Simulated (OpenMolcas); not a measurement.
Computed levels of 4d5 in ions with 41 electrons, in cm-1 above 6S 5/2.

```
Program             : OpenMolcas 26.06
Method              : XMS-CASPT2, IPEA 0.25 Eh, imaginary shift 0.1 Eh
Basis               : ANO-RCC-VTZP
Scalar Hamiltonian  : DKH2, point nucleus
Spin-orbit coupling : state interaction with AMFI integrals over the reference wave functions, term energies averaged over their components
```

Active space for each ion: 5 electrons in 5 orbitals (4d); closed shells correlated by CASPT2: 4s 4p.

```tsv
Level	Ru3+	Pd5+	Ag6+
4G 5/2	23610	27890	30960
4G 7/2	23850	28530	31870
4G 11/2	23930	28730	32150
4G 9/2	23990	28880	32350
4P 3/2	26160	30880	34410
4P 1/2	26840	32090	35920
4D 7/2	28110	33970	38020
4D 1/2	28910	35530	40010
4D 5/2	29430	36150	40660
```

Q: Estimate 4G 5/2, 4G 7/2 for Rh4+ from its neighbours Ru3+ and Pd5+.

A: 4G 5/2 is another term, which grows about linearly with the charge: (23610 + 27890) / 2 = 25750. The calculation gives 25970, so the estimate is off by -0.8 %.
4G 7/2 is another term, which grows about linearly with the charge: (23850 + 28530) / 2 = 26190. The calculation gives 26340, so the estimate is off by -0.6 %.

Mixed levels, with the weight of the term that names them: Ru3+ 4P 3/2 (62 %), Ru3+ 4P 1/2 (75 %), Ru3+ 4D 5/2 (61 %), Rh4+ 4P 3/2 (61 %), Rh4+ 4P 1/2 (75 %), Rh4+ 4D 5/2 (61 %), Pd5+ 4P 3/2 (59 %), Pd5+ 4P 1/2 (73 %), Pd5+ 4D 1/2 (73 %), Pd5+ 4D 5/2 (59 %), Ag6+ 4P 3/2 (57 %), Ag6+ 4P 1/2 (71 %), Ag6+ 4D 1/2 (72 %), Ag6+ 4D 5/2 (57 %).

Term energies are means over components that CASPT2 splits; among the terms shown or strongly mixed into the levels shown the widest spread is 1600 cm-1 (4d5 4G, Ru3+). The CASPT2 spread within a term exceeds the gap to the next term for 4d5 4P and 4d5 4D, so the order of their levels is uncertain, and so are names and mixing where such terms share a J (holds for Ru3+; Rh4+). Levels of configurations outside the active space are missing.
